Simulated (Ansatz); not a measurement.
Reaction (redistribution): `O[B](F)[AlH][F]` + `C[O][SnH]([Cl])[Cl]` → `F[BH][AlH][F]` + `C[O][Sn]([OH])([Cl])[Cl]`

Calculated with Ansatz (gas phase, PBE0-D4/def2-TZVP geometries, no zero-point term in ΔE). CBS: MP2 limit from def2 TZ/QZ plus the TZ coupled-cluster correction, frozen cores. DFT in def2-TZVPP. B3LYP here is the variant with VWN-RPA as its local correlation; programs differ in this. Elements past krypton have def2 core potentials. For Sn outer-core shells are correlated without core-valence functions, which leaves a few kJ/mol of doubt a bond. Each species was taken in one conformer, which may not be the lowest.

`O[B](F)[AlH][F]`:

```xyz
7

O     0.369   -1.397   -1.137
B    -0.380   -0.310   -0.856
F    -1.323   -0.018   -1.748
Al   -0.075    0.874    0.916
F     1.171    0.268    1.831
H     1.040   -1.581   -0.475
H    -0.802    2.164    1.468
```

`C[O][SnH]([Cl])[Cl]`:

Cartesian coordinates in Å:
```
C 0.810 0.796 0.966
O 0.221 0.930 -0.313
Sn -0.772 -0.529 -1.106
Cl 0.634 -2.361 -1.209
Cl -2.467 -1.104 0.358
H 1.555 -0.007 0.991
H 1.312 1.739 1.194
H 0.061 0.607 1.743
H -1.354 -0.071 -2.623
```

`F[BH][AlH][F]`:

Cartesian coordinates in Å:
```
F 1.047 -0.239 1.840
B 0.159 -0.631 0.935
Al -0.112 0.515 -0.878
F -1.462 1.472 -0.947
H -0.439 -1.640 1.220
H 0.806 0.523 -2.170
```

`C[O][Sn]([OH])([Cl])[Cl]`:

Z-matrix (Å, degrees):
```
C
O 1 1.415
H 1 1.096 2 112.0
H 1 1.096 2 112.0 3 -122.5
H 1 1.092 2 107.3 3 118.7
Sn 2 1.936 1 121.4 3 61.0
Cl 6 2.298 2 110.8 1 -59.0
O 6 1.931 2 105.9 1 -179.3
Cl 6 2.297 2 111.0 1 60.7
H 8 0.963 6 111.3 2 1.4
```

```
             level  ΔE (kJ/mol)  difference from CCSD(T)/CBS
            PBE-D4        152.6                          9.5
           PBE0-D4        155.5                         12.4
          B3LYP-D4        150.6                          7.5
           ωB97X-V        148.2                          5.1
           ωB97M-V        154.3                         11.2
            B2PLYP        148.2                          5.1
               PBE        153.0                          9.9
            r2SCAN        154.6                         11.5
     HF/def2-TZVPP        147.1                          4.0
SCS-MP2/def2-TZVPP        143.0                         -0.1
   CCSD/def2-TZVPP        148.4                          5.3
CCSD(T)/def2-TZVPP        147.6                          4.5
     HF/def2-QZVPP        145.4                          2.3
    MP2/def2-QZVPP        143.7                          0.6
     MP2/CBS(def2)        142.3                         -0.8
    CCSD/CBS(def2)        143.9                          0.8
       CCSD(T)/CBS        143.1                            0
```

Largest T1 diagnostic among the species: 0.014.

From PBE to PBE0 (25 % exact exchange), in def2-TZVPP and without D4, ΔE moves by +3.0 kJ/mol.
